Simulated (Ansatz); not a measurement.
Ansatz (a program for electronic structure) input (B3LYP-D3(BJ)/def2-TZVP):

Ansatz 0.2 input:
```yaml
crystal:
  periodic: [false, false, false]
  atoms:
    - {symbol: C, position_ang: [0.05376432, -0.05495473, 0.69375621]}
    - {symbol: F, position_ang: [0.56897243, 0.96305033, -0.20189947]}
    - {symbol: F, position_ang: [-0.60481531, -0.92641384, -0.26060467]}
basis:
  gaussian:
    orbitals: def2-TZVP
hamiltonian:
  xc: b3lyp
  dispersion: d3bj
total_charge: -1
magnetization: {spin_polarized: true, initial_magnetization: 1}
phonons: {temperatures: {t_min: 298.15, t_max: 298.15, t_step: 100}}
```

Output:

```
Functional definition: B3LYP
integrals: 0.01 GiB planned
492 factors; their error is unknown
mean field: 0.25 GiB planned
mean field evaluation 1: about -6468.2542 eV, gradient 3.0e1 eV
mean field evaluation 2: about -6464.8501 eV, gradient 4.9e1 eV
mean field evaluation 4: about -6471.2149 eV, gradient 1.3e0 eV
mean field evaluation 8: about -6471.2429 eV, gradient 3.1e-2 eV
mean field evaluation 16: about -6471.2429 eV, gradient 5.4e-6 eV
mean field -6471.24287405 eV, -237.8137892553 hartree, gradient 5.4e-6 eV, S^2 0.755379; 0 other end points of the search recorded, 0 dependent functions left out
the calculation of the forces begins
reference -6471.24302052 eV, -237.8137946379 hartree; 13, 12 occupied and 80, 81 virtual orbitals, 492 factors
these checks for a lower state are left out or cut short: stability, starts, cluster_reference, orbital_swaps, neighbouring_geometries, increment
integrals: 0.01 GiB planned
492 factors; their error is unknown
mean field: 0.25 GiB planned
mean field -6471.24283434 eV, -237.8137877962 hartree, gradient 1.3e-6 eV, S^2 0.755378; 0 other end points of the search recorded, 0 dependent functions left out
the calculation of the forces begins
reference -6471.24298082 eV, -237.8137931792 hartree; 13, 12 occupied and 80, 81 virtual orbitals, 492 factors
these checks for a lower state are left out or cut short: stability, starts, cluster_reference, orbital_swaps, neighbouring_geometries, increment
integrals: 0.01 GiB planned
492 factors; their error is unknown
mean field: 0.25 GiB planned
mean field evaluation 32: about -6471.2428 eV, gradient 1.4e-6 eV
mean field -6471.24283424 eV, -237.8137877922 hartree, gradient 1.4e-6 eV, S^2 0.755379; 0 other end points of the search recorded, 0 dependent functions left out
the calculation of the forces begins
reference -6471.24298069 eV, -237.8137931744 hartree; 13, 12 occupied and 80, 81 virtual orbitals, 492 factors
these checks for a lower state are left out or cut short: stability, starts, cluster_reference, orbital_swaps, neighbouring_geometries, increment
integrals: 0.01 GiB planned
492 factors; their error is unknown
mean field: 0.25 GiB planned
mean field -6471.24283677 eV, -237.8137878853 hartree, gradient 1.4e-6 eV, S^2 0.755385; 0 other end points of the search recorded, 0 dependent functions left out
the calculation of the forces begins
reference -6471.24298324 eV, -237.8137932679 hartree; 13, 12 occupied and 80, 81 virtual orbitals, 492 factors
these checks for a lower state are left out or cut short: stability, starts, cluster_reference, orbital_swaps, neighbouring_geometries, increment
integrals: 0.01 GiB planned
492 factors; their error is unknown
mean field: 0.25 GiB planned
mean field -6471.24282923 eV, -237.8137876084 hartree, gradient 1.4e-6 eV, S^2 0.755372; 0 other end points of the search recorded, 0 dependent functions left out
the calculation of the forces begins
reference -6471.24297570 eV, -237.8137929910 hartree; 13, 12 occupied and 80, 81 virtual orbitals, 492 factors
these checks for a lower state are left out or cut short: stability, starts, cluster_reference, orbital_swaps, neighbouring_geometries, increment
integrals: 0.01 GiB planned
492 factors; their error is unknown
mean field: 0.25 GiB planned
mean field -6471.24286126 eV, -237.8137887852 hartree, gradient 1.5e-6 eV, S^2 0.755379; 0 other end points of the search recorded, 0 dependent functions left out
the calculation of the forces begins
reference -6471.24300772 eV, -237.8137941676 hartree; 13, 12 occupied and 80, 81 virtual orbitals, 492 factors
these checks for a lower state are left out or cut short: stability, starts, cluster_reference, orbital_swaps, neighbouring_geometries, increment
integrals: 0.01 GiB planned
492 factors; their error is unknown
mean field: 0.25 GiB planned
mean field evaluation 64: about -6471.2429 eV, gradient 1.5e-6 eV
mean field -6471.24286106 eV, -237.8137887778 hartree, gradient 1.5e-6 eV, S^2 0.755378; 0 other end points of the search recorded, 0 dependent functions left out
the calculation of the forces begins
reference -6471.24300753 eV, -237.8137941607 hartree; 13, 12 occupied and 80, 81 virtual orbitals, 492 factors
Total energy: -6471.27463571 eV, -237.8149564750 hartree
Atom 0 at     0.053764    -0.054955     0.693756 Å, force    -0.000003     0.000003    -0.000036 eV/Å
Atom 1 at     0.568972     0.963050    -0.201899 Å, force    -0.000005    -0.000012     0.000017 eV/Å
Atom 2 at    -0.604815    -0.926414    -0.260605 Å, force     0.000008     0.000009     0.000018 eV/Å
Dipole moment:    -0.031731     0.032434    -0.409449 e Å
Vibrations: 476.22 683.00 885.03 cm⁻¹, zero-point energy 0.126727 eV
```
